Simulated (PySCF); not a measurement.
# Cu (copper, neutral) across methods

[Ar] 3d10 4s1, 2S determinant. Computed with PySCF 2.14 in aug-cc-pwCVTZ-DK with one added diffuse shell each of s, p, d, f, g type (11s10p8d5f4g, 152 functions), with the spin-free X2C one-electron Hamiltonian (Gaussian nucleus).

```json
{"method": "UHF", "E (hartree)": "-1653.14968", "mean ε 3d β (eV)": "-13.117", "mean ε 3d α (eV)": "-12.993", "mean ε 4s α (eV)": "-6.695", "Σ⟨r²⟩ (bohr²)": "31.71", "⟨S²⟩": "0.752"}
{"method": "LDA", "E (hartree)": "-1651.932", "mean ε 3d β (eV)": "-5.189", "mean ε 3d α (eV)": "-5.344", "mean ε 4s α (eV)": "-5.185", "Σ⟨r²⟩ (bohr²)": "31.03", "⟨S²⟩": "0.752"}
{"method": "PBE", "E (hartree)": "-1654.559", "mean ε 3d β (eV)": "-4.899", "mean ε 3d α (eV)": "-5.062", "mean ε 4s α (eV)": "-5.004", "Σ⟨r²⟩ (bohr²)": "31.35", "⟨S²⟩": "0.753"}
{"method": "PBE0", "E (hartree)": "-1654.533", "mean ε 3d β (eV)": "-7.005", "mean ε 3d α (eV)": "-7.094", "mean ε 4s α (eV)": "-5.546", "Σ⟨r²⟩ (bohr²)": "31.00", "⟨S²⟩": "0.752"}
```

(1) Estimate the same row for r2SCAN.

Results:

(1) E (hartree) = -1654.749; mean ε 3d β (eV) = -4.918; mean ε 3d α (eV) = -5.064; mean ε 4s α (eV) = -5.300; Σ⟨r²⟩ (bohr²) = 30.91; ⟨S²⟩ = 0.754.
